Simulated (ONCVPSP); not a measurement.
# zinc: one change to an ONCV potential, before and after

ONCVPSP 4.0.1 input, shortened (lines: element, Z, core and valence counts, functional; n l f; lmax; l rc ep ncon nbas qcut; lloc lpopt rc5 dvloc0; l nproj debl; icmod fcfact rcfact), PBEsol, fully relativistic:

```
  Zn 30.00    3    5  -116133      upf
    1    0    2.00
    2    0    2.00
    2    1    6.00
    3    0    2.00
    3    1    6.00
    3    2   10.00
    4    0    1.00
    4    1    1.00
    2
    0    1.20    0.00    3    6    8.70
    1    1.30    0.00    3    6   12.30
    2    0.70    0.00    4    8   14.60
    4    5    0.55   -1.00
    0    3    0.50
    1    2    0.60
    2    1    3.10
    2    0.15    1.15
```

Open shells are filled in proportion to 2j + 1.

Change: core correction none.

Cutoffs: the cutoffs (Ha) at which the residual kinetic energy of the hardest occupied pseudo-wave falls to 1 and 0.1 mHa per electron; they do not see the model core or the augmentation charge, which bear on the density cutoff. Errors are all-electron minus pseudo energies relative to the spin-unpolarised reference configuration.

Predict the effect on cutoff, ghosts and configuration errors.

The potential gets neither clearly harder nor softer (431 Ha and 506 Ha → 431 Ha and 506 Ha); of the 4 tests that both files solve, the error grows in 2 and shrinks in 0 by more than 15 % and 0.3 meV (median size 1.0 → 1.2 meV); neither file shows a bound ghost.

| quantity | base | changed |
| --- | --- | --- |
| cutoff, loose | 431 Ha | 431 Ha |
| cutoff, tight | 506 Ha | 506 Ha |
| bound ghosts | none | none |
| GHOST(+) flags under 300 eV | p1/2 at 155.0 eV | p1/2 at 155.0 eV |
| error for 3s2 3p6 3d10 4s2 4p0, meV [ΔE -5.13 eV] | -0.2 | +0.1 |
| error for 3s2 3p6 3d10 4s1 4p0, meV [ΔE 4.78 eV] | +0.1 | +0.1 |
| error for 3s2 3p6 3d10 4s0 4p0, meV [ΔE 23.12 eV] | +1.7 | +2.3 |
| error for 3s2 3p6 3d9 4s2 4p0, meV [ΔE 12.81 eV] | +6.8 | +8.6 |
| s: phases at 1.22 bohr within 0.05 rad from the reference energy up to (Ha; the scan ends near 5) | to the end of the scan | to the end of the scan |
| p3/2: phases at 1.32 bohr within 0.05 rad from the reference energy up to (Ha; the scan ends near 5) | to the end of the scan | to the end of the scan |
| p1/2: phases at 1.32 bohr within 0.05 rad from the reference energy up to (Ha; the scan ends near 5) | to the end of the scan | to the end of the scan |
| d5/2: phases at 0.71 bohr within 0.05 rad from the reference energy up to (Ha; the scan ends near 5) | to the end of the scan | to the end of the scan |
| d3/2: phases at 0.71 bohr within 0.05 rad from the reference energy up to (Ha; the scan ends near 5) | to the end of the scan | to the end of the scan |
